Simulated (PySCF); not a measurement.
**Continuum solvent and chemical shifts**

Bonds (- single, = double, # triple, : aromatic): C1-C2, C2=C3, C3-C4, C4=C5, C5-C6, C6=O7, C6-O8, O8-C2. C1 carries H9, H10, H11; C3 carries H12; C4 carries H13; C5 carries H14.

GIAO PBE0/pcSseg-1 in PySCF on one PBE0-D3(BJ)/def2-SVP conformer, non-relativistic, equivalent nuclei averaged. Solvents enter as an IEF-PCM continuum (acetone with ε = 20.5, water with ε = 78.4) around the gas-phase geometry. Shifts are referred to TMS computed in the same medium.

In acetone, δ in ppm: C2 174.9, C6 164.7, C4 154.9, C5 116.0, C3 109.2, C1 23.3, H13 7.64, H12 6.26, H14 6.13, H9/H10/H11 2.41. Dipole moment 6.41 D.

(1) How does each δ change in the more polar medium?

(2) Which nuclei move most (in ppm), and what does the model miss?

Results:

(1) 
```csv
atoms,environment,"Δδ, water"
C2,unsaturated ring carbon,+0.2
C6,ring carbonyl carbon,+0.3
C4,unsaturated ring CH,+0.4
C5,unsaturated ring CH,-0.1
C3,unsaturated ring CH,+0.3
C1,methyl carbon on an unsaturated ring,0.0
H13,hydrogen on a unsaturated ring CH,+0.04
H12,hydrogen on a unsaturated ring CH,+0.04
H14,hydrogen on a unsaturated ring CH,+0.01
H9/H10/H11,hydrogen on a methyl carbon on an unsaturated ring,+0.01
```

Changes are relative to acetone. The dipole moment becomes 6.51 D in water.

(2) C4 (unsaturated ring CH, +0.4 ppm) in water. A continuum only polarises the solute; specific hydrogen bonds, the anisotropy of aromatic solvents and changes of geometry or conformer are outside it.
